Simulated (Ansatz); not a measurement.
Start from `NC(O)(O)F` and change one atom or group to get `NC(O)(F)O[SiH3]`.

Ansatz, PBE0-D4/def2-TZVP geometries, multiplicity 1. Each molecule was computed in one conformer, which needn't be the lowest.

```csv
property,`NC(O)(O)F`
HOMO–LUMO gap (PBE/def2-TZVPP) / eV,6.71
size of the dipole moment (PBE/def2-TZVPP) / D,1.02
HOMO energy (ωB97M-V/def2-TZVPP) / eV,-10.75
LUMO energy (PBE0/def2-TZVPP) / eV,0.93
HOMO–LUMO gap (B3LYP/def2-TZVPP) / eV,8.54
LUMO energy (PBE/def2-TZVPP) / eV,0.07
```

What does the change do to each property? (Estimate.)

The calculation gave: 
| property | `NC(O)(F)O[SiH3]` | shift |
| --- | --- | --- |
| HOMO–LUMO gap (PBE/def2-TZVPP) / eV | 6.08 | -0.63 |
| size of the dipole moment (PBE/def2-TZVPP) / D | 1.54 | 0.52 |
| HOMO energy (ωB97M-V/def2-TZVPP) / eV | -10.66 | 0.09 |
| LUMO energy (PBE0/def2-TZVPP) / eV | 0.34 | -0.59 |
| HOMO–LUMO gap (B3LYP/def2-TZVPP) / eV | 8.03 | -0.51 |
| LUMO energy (PBE/def2-TZVPP) / eV | -0.53 | -0.60 |

With PBE0 the HOMO rises by 0.07 eV and the LUMO falls by 0.59 eV, so the gap narrows by about 0.66 eV. PBE moves the HOMO by 0.03 eV and ωB97M-V by 0.09 eV. Dipoles are sizes alone; their direction can turn.

B3LYP here is the variant with VWN-RPA as its local correlation; programs differ in this.
